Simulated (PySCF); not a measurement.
Write Cartesian coordinates for InChI=1S/C6H6F2/c1-2-3-4-5-6(7)8/h2-5H,1H2/b4-3+ as optimised with PBE0-D3(BJ)/def2-SVP.

```xyz
14
C6H6F2 angstrom
C      1.015    2.928    0.262
C      0.957    1.625   -0.058
C      0.014    0.681    0.501
C     -0.028   -0.626    0.159
C     -0.966   -1.579    0.699
C     -0.995   -2.866    0.339
F     -0.184   -3.417   -0.532
F     -1.841   -3.749    0.804
H      0.327    3.365    0.993
H      1.748    3.596   -0.196
H      1.663    1.225   -0.796
H     -0.700    1.064    1.240
H      0.689   -1.000   -0.580
H     -1.706   -1.264    1.437
```

Any rigid rotation of these coordinates is as good. Atoms count from 1 in this order. The C–C distances run from 1.337 Å (C5=C6, drawn double) to 1.447 Å (C2–C3, drawn single), a spread of 0.110 Å. Of the pairs four or more bonds apart, F7···H13 is among the closest relative to their van der Waals radii: 2.57 Å, 96 % of the sum of Bondi's values. The 8 heavy atoms lie in one plane (0.007 Å rms).

Bonds between heavy atoms (Å): C1=C2 1.342, C2–C3 1.447, C3=C4 1.351, C4–C5 1.443, C5=C6 1.337, C6–F7 1.311, C6–F8 1.308.

Computed with PBE0-D3(BJ)/def2-SVP geometry optimisation, gas phase in PySCF 2.14.0.

Point group: Cs (every atom within 0.08 Å of its image). PBE0-D3(BJ)/def2-SVP frequencies: not computed here. The numbers are those of one conformer (C1–C2–C3–C4 180°, C3–C4–C5–C6 180°).
